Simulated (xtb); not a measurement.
BBr2H2N, SMILES BrB(N)Br. All values are semi-empirical tight-binding results from xtb (GFN2-xTB unless named), good for trends rather than for accurate numbers. Coordinates come from a GFN2-xTB optimisation. One conformer was computed; it need not be the lowest.

```json
{
  "point_group_as_xtb_finds_it": "C2v",
  "orbital_gap": "5.01 eV",
  "zero_point_energy": "19.8 kcal/mol",
  "G − E(el) at 298.15 K (modified RRHO)": "0.8 kcal/mol",
  "static polarisability (D4 model)": "63.0 bohr³",
  "solvation energy, GFN2-xTB/ALPB(water)": "-5.4 kcal/mol",
  "solvation energy, GFN2-xTB/ALPB(acetonitrile)": "-7.1 kcal/mol"
}
```
